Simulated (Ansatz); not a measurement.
Z-matrix (Å, degrees):
```
Si
F 1 1.607
C 1 1.873 2 103.7
N 1 1.689 2 113.8 3 120.2
H 1 1.477 2 106.8 3 -119.8
Cl 3 1.784 1 110.5 2 -171.4
H 3 1.092 1 111.9 2 68.4
H 3 1.091 1 111.1 2 -52.0
H 4 1.005 1 123.9 2 -76.6
H 4 1.005 1 122.5 2 90.9
```

The species carries charge 0 and has multiplicity 1.

(1) List the ωB97M-V/def2-TZVPP orbital energies in eV (Ansatz). (An estimate is asked.)

Results:

(1) Computed: Occupied: -2771.87, -1807.87, -677.14, -394.41, -282.69, -262.23, -199.77, -199.54, -199.54, -148.80, -102.95, -102.91, -102.90, -35.70, -26.93, -26.49, -21.58, -18.12, -16.83, -15.84, -15.43, -15.02, -14.84, -14.17, -13.26, -12.22, -10.88, -10.58, -10.36. Lowest empty: 2.07, 2.43, 2.72, 3.55, 3.73, 4.43, 4.80, 4.83.
